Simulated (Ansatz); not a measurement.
An input meant for ReS₂ (charge 0, doublet; atoms displaced at random, 0.03 Å in each coordinate; with a point charge).

```yaml
crystal:
  periodic: [false, false, false]
  atoms:
    - {symbol: Re, position_ang: [-0.086689, -1.696849, -0.308219]}
    - {symbol: S, position_ang: [-0.086689, -1.746849, -0.358219]}
    - {symbol: S, position_ang: [0.822608, 1.594220, 0.253144]}
basis:
  gaussian: {orbitals: def2-SVP, point_charges: [{charge: -1.00, position_ang: [5.651, -0.454, -0.127]}]}
magnetization: {spin_polarized: true, initial_magnetization: 1}
hamiltonian: {xc: {name: wB97X-V}, pseudopotentials: {relativity: scalar}}
scf: {omitted_lower_state_checks: [starts]}
```

```sh
$ ansatz run in.yaml --threads 2 --pin off --events-out ev --progress --plain --max-ram 4352MiB
```

It prints (some lines left out):

```
Functional definition: wB97X-V
633 factors; integrals over basis functions are off by at most 2.5e-4 eV
162 factors; integrals over basis functions are off by at most 1.8e-4 eV
mean field evaluation 1: about 28260.7859 eV, gradient 3.8e2 eV
mean field evaluation 2: about 28509.2617 eV, gradient 1.6e2 eV
mean field evaluation 4: about 28302.7320 eV, gradient 1.9e2 eV
mean field evaluation 8: about 28040.2431 eV, gradient 5.4e0 eV
mean field evaluation 16: about 28037.3532 eV, gradient 1.9e-1 eV
mean field evaluation 32: about 28037.3340 eV, gradient 6.6e-6 eV
a density is far from that of the atoms, so the factors are made again for it
733 factors; integrals over basis functions are off by at most 3.6e-5 eV
193 factors; integrals over basis functions are off by at most 3.6e-6 eV
mean field 28037.33372478 eV, 1030.3530099984 hartree, gradient 6.1e-6 eV, S^2 1.766272; 0 other end points of the search recorded, 0 dependent functions left out
reference 28037.33372609 eV, 1030.3530100463 hartree; 24, 23 occupied and 44, 45 virtual orbitals, 733 factors
Total energy: 28037.33372609 eV, 1030.3530100463 hartree
Relativity: scalar
Checks for a lower state left out: starts
```

In this input one atom was put on top of another. The run converged. The result belongs to that input, not to the species as meant.

In the def2 sets Re takes a core potential; there is no spin–orbit coupling. The charge 0 doublet is spin-contaminated (final ⟨S²⟩ up to 1.77, 0.75 for a pure state).
